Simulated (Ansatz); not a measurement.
Geometry optimisation, RKS PBE-D4/def2-SVP in Ansatz.

The input (input.yaml):

```yaml
crystal:
  periodic: [false, false, false]
  atoms:
    - { symbol: Al, position_ang: [-0.408432, 0.610223, 0.213125] }
    - { symbol: H, position_ang: [0.521575, -1.710423, -1.09794] }
    - { symbol: O, position_ang: [-1.087542, 0.005192, -1.243509] }
    - { symbol: O, position_ang: [-1.11715, 0.24659, 1.727768] }
    - { symbol: H, position_ang: [1.924143, 0.533301, 0.760098] }
    - { symbol: F, position_ang: [0.536972, 2.076487, 0.122664] }
    - { symbol: H, position_ang: [1.119517, -1.900618, -0.774159] }
    - { symbol: F, position_ang: [1.435953, -0.237944, 0.609104] }
    - { symbol: H, position_ang: [-0.875132, 0.392394, -2.10264] }
    - { symbol: H, position_ang: [-2.049905, -0.015202, 1.785588] }
basis:
  gaussian: { orbitals: def2-SVP }
hamiltonian:
  xc: pbe
  dispersion: d4
relax:
  f_tol: 0.03
  max_steps: 50
output:
  orbitals: {}
```

Command:

```bash
$ ansatz run input.yaml --threads 2 --pin off --max-ram 3072MiB --backend cpu --events-out ev --progress --plain --runs-dir out
```

Question: Where does it end, and by what steps?

Answer: The run converged. After 11 steps the energy has fallen by 0.391 eV; H7 moved furthest, 0.91 Å.

| step | energy less start (eV) | largest force component (eV/Å) | accepted |
| --- | --- | --- | --- |
| 0 | 0.0000 | 2.165 | yes |
| 1 | -0.2109 | 0.461 | yes |
| 2 | -0.2652 | 0.591 | yes |
| 3 | -0.3121 | 0.450 | yes |
| 4 | -0.3478 | 0.567 | yes |
| 5 | -0.3825 | 0.386 | yes |
| 6 | -0.3891 | 0.077 | yes |
| 7 | -0.3905 | 0.056 | yes |
| 8 | -0.3900 | 0.119 | no |
| 9 | -0.3910 | 0.048 | yes |
| 10 | -0.3912 | 0.034 | yes |
| 11 | -0.3914 | 0.009 | yes |

```xyz
10
Properties=species:S:1:pos:R:3
Al -0.370 0.631 0.376
H 0.509 -1.960 -1.333
O -0.911 -0.041 -1.104
O -1.250 0.472 1.828
H 1.592 1.030 0.674
F 0.630 2.080 0.290
H 1.023 -2.526 -1.430
F 1.472 0.033 0.809
H -0.579 0.242 -1.970
H -2.115 0.039 1.860
```

Time of the run: 35 s on 2 threads of Arm Neoverse N1, with other jobs on the host, peak memory 0.13 GiB.
